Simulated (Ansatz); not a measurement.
Consider the atomization: `C1=N[SiH2][Te]1` → C• + 3 H• + N• + Si• + Te•.

Gas-phase electronic energies from Ansatz, PBE0-D4/def2-TZVP geometries. CBS: MP2 limit from def2 TZ/QZ plus the TZ coupled-cluster correction, frozen cores. This one scheme is used for every species, atoms too. Functionals use def2-TZVPP. HSE06 is defined as in plane-wave codes. Open shells (•) are unrestricted, without spin–orbit coupling. Spin–orbit coupling would lower the free atoms: a little for C, Si; strongly for Te. def2 core potentials past Kr. Bonds to Te are less sure, by a few kJ/mol each and by 10 to 20 or more in all where they break to atoms, as the def2 sets lack core-valence functions.

```tsv
level	ΔE (kJ/mol)	difference from CCSD(T)/CBS
PBE-D4	2454.4	75.0
BLYP-D4	2393.1	13.7
B97M-V	2373.4	-6.0
HSE06-D4	2379.7	0.3
CAM-B3LYP-D4	2358.2	-21.2
B2PLYP	2337.5	-41.9
PBE	2433.9	54.5
PBE0	2360.0	-19.4
r2SCAN0	2301.6	-77.8
BHLYP	2236.9	-142.5
HF/def2-SVP	1502.1	-877.3
MP2/def2-SVP	2189.4	-190.0
HF/def2-QZVPP	1534.3	-845.1
SCS-MP2/def2-QZVPP	2390.7	11.3
HF/CBS(def2)	1535.2	-844.2
CCSD/CBS(def2)	2314.1	-65.3
CCSD(T)/CBS	2379.4	0
```

Largest T1 diagnostic among the species: 0.015.

From r2SCAN to r2SCAN0 (25 % exact exchange), in def2-TZVPP and without D4, ΔE moves by −63.4 kJ/mol: exact exchange takes away binding that semilocal exchange gives to molecules. Leaving LDA and LC-ωPBE aside and taking each functional with its dispersion term where it has one, the values, not all of them listed here, spread over 187.8 kJ/mol, from BHLYP-D4 to PBE-D4. LDA lies +341.8 kJ/mol from PBE without D4, its usual overbinding.

For atomizations the MP2-based limit and the directly extrapolated one differ by several kJ/mol either way, and by 10 to 25 for some Ge, Se and Sn compounds, so smaller differences from it don't rank the levels.
